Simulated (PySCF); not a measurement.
Al(H)(OMe)(SeH) (CH₅AlOSe), SMILES C[O][AlH][SeH]. Geometry optimised at PBE-D3(BJ)/def2-SVP. The structure was generated by enumeration; whether it is a known compound was not checked. Other conformers were not sampled.

**Question.** Give the equilibrium geometry at PBE-D3(BJ)/def2-SVP (PySCF confirms it by a frequency run) as a Z-matrix, and its point group. (The exact figures need the calculation; the answer reports its results.)

**Answer.** One answer among several that fit: point group Cs.
```
O
C 1 1.4016
H 2 1.1133 1 110.52
H 2 1.1133 3 107.29 1 120.56
H 2 1.1158 3 107.49 4 115.35
Al 1 1.7095 2 138.47 3 -120.69
H 6 1.5850 1 117.35 2 180.00
Se 6 2.3361 7 123.68 1 180.00
H 8 1.4860 6 89.74 7 0.00
```
Charge 0, spin multiplicity 1.
